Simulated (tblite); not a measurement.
Input of a run (GFN2-xTB geometry optimisation, gas phase (tblite 0.8.0)), started from a force field or distance geometry:
```
{"job": {"kind": "relax", "xc": "GFN2-xTB", "basis": "xTB"}, "charge": 0, "multiplicity": 1}
C     -0.623400     2.650200     0.259500
N     -1.574200     1.807800     0.448000
Si    -1.129400     0.145800     1.008500
Cl    -1.116900     0.105300     3.084000
C      0.516600    -0.279000     0.337300
C      1.605400    -0.561200    -0.105700
C      2.926600    -0.908500    -0.652400
C     -2.346000    -1.084700     0.319900
Cl    -2.678600    -2.267500     1.600600
Cl    -1.616500    -1.948000    -1.047400
H     -0.802900     3.667600    -0.070600
H      0.376400     2.313500     0.440300
H      2.895200    -2.006500    -0.831000
H      3.135000    -0.387400    -1.615100
H      3.690600    -0.655100     0.104000
H     -3.265500    -0.583300    -0.024000
```

Output (eV, eV/Å):
```
step      E/eV     max force
  0    -870.80296    2.216
  1    -870.93551    1.786
  2    -871.00983    0.658
  3    -871.04091    0.526
  4    -871.07241    1.016
  5    -871.07579    1.901
  6    -871.09726    0.385
  7    -871.11142    0.383
  8    -871.12951    0.684
  9    -871.14255    0.544
 10    -871.15572    0.264
 11    -871.16507    0.280
 12    -871.17228    0.366
 13    -871.17907    0.289
 14    -871.18739    0.273
 15    -871.19688    0.279
 16    -871.20539    0.355
 17    -871.21145    0.264
 18    -871.21635    0.213
 19    -871.22196    0.239
 20    -871.22897    0.339
 21    -871.23561    0.333
 22    -871.24048    0.233
 23    -871.24411    0.154
 24    -871.24730    0.193
 25    -871.25034    0.210
 26    -871.25298    0.137
 27    -871.25514    0.124
 28    -871.25703    0.125
 29    -871.25871    0.122
 30    -871.26010    0.125
 31    -871.26140    0.109
 32    -871.26288    0.134
 33    -871.26457    0.158
 34    -871.26639    0.113
 35    -871.26813    0.134
 36    -871.27021    0.141
 37    -871.27350    0.243
 38    -871.27784    0.272
 39    -871.28186    0.195
 40    -871.28466    0.124
 41    -871.28724    0.156
 42    -871.29021    0.239
 43    -871.29307    0.230
 44    -871.29480    0.157
 45    -871.29648    0.106
 46    -871.29765    0.116
 47    -871.29961    0.121
 48    -871.30104    0.093
 49    -871.30225    0.063
 50    -871.30296    0.061
 51    -871.30379    0.090
 52    -871.30496    0.089
 53    -871.30643    0.116
 54    -871.30792    0.116
 55    -871.30895    0.208
 56    -871.31044    0.124
 57    -871.31178    0.099
 58    -871.31458    0.126
 59    -871.31537    0.105
 60    -871.31644    0.053
 61    -871.31700    0.058
 62    -871.31789    0.102
 63    -871.31914    0.135
 64    -871.32070    0.126
 65    -871.32213    0.095
 66    -871.32323    0.063
 67    -871.32424    0.086
 68    -871.32510    0.102
 69    -871.32625    0.088
 70    -871.32729    0.073
 71    -871.32824    0.075
 72    -871.32892    0.068
 73    -871.32956    0.080
 74    -871.33024    0.085
 75    -871.33101    0.081
 76    -871.33178    0.084
 77    -871.33248    0.093
 78    -871.33318    0.075
 79    -871.33389    0.056
 80    -871.33446    0.056
 81    -871.33502    0.066
 82    -871.33570    0.087
 83    -871.33690    0.137
 84    -871.33871    0.162
 85    -871.34114    0.156
 86    -871.34311    0.141
 87    -871.34513    0.156
 88    -871.34659    0.139
 89    -871.34802    0.082
 90    -871.34947    0.079
 91    -871.35011    0.074
 92    -871.35084    0.078
 93    -871.35131    0.077
 94    -871.35198    0.079
 95    -871.35264    0.066
 96    -871.35370    0.072
 97    -871.35404    0.041
 98    -871.35435    0.032
 99    -871.35451    0.035
100    -871.35463    0.029
101    -871.35477    0.029
102    -871.35496    0.065
103    -871.35520    0.040
104    -871.35546    0.036
105    -871.35565    0.024
106    -871.35575    0.033
107    -871.35583    0.029
108    -871.35590    0.020
109    -871.35595    0.014
110    -871.35598    0.014
111    -871.35601    0.013
112    -871.35604    0.008
```

Q: Summarise the run.

A: The energy falls by 0.553 eV over 112 L-BFGS steps, the largest force on an atom goes from 2.22 to 0.008 eV/Å, and the atoms move by 0.699 Å rms after alignment. The bond that changes most is N2–Si3 (C=N nitrogen to chlorine-bound silicon), which shortens by 0.091 Å. Bonds longer at the end by more than 0.005 Å: 3 of 15; shorter: 8. Among the angles that change most is C1–N2–Si3, from 117.8° to 136.6°. Among the dihedrals that turn most is C5–Si3–C8–Cl10, from -15° to -66°. The energy never rose by more than 1e-5 eV on the way. The first step brought 24 % of the lowering.

Q: What are the final bond lengths?

A: C1=N2 1.248 Å, N2–Si3 1.719 Å, Si3–Cl4 2.011 Å, Si3–C5 1.840 Å, C5≡C6 1.207 Å, C6–C7 1.440 Å, Si3–C8 1.931 Å, C8–Cl9 1.775 Å, C8–Cl10 1.776 Å, C1–H11 1.087 Å, C1–H12 1.091 Å, C7–H13 1.089 Å, C7–H14 1.089 Å, C7–H15 1.089 Å, C8–H16 1.089 Å. Numbering counts from 1 in the input's order; the species is `C=N[Si@](Cl)(C#CC)C(Cl)Cl`.

On an Arm Neoverse V1 with one thread, no GPU, shared host with 32 logical CPUs at a one-minute load of 24, this took 1.5 s of wall time.

GFN2-xTB frequencies show an imaginary mode (33i cm⁻¹), so the point is no minimum at that level. 3 starts were optimised and ended at 0.00, 0.00 and 1.20 kcal/mol (GFN2-xTB); the lowest of these is shown.

All values are computed, not measured.
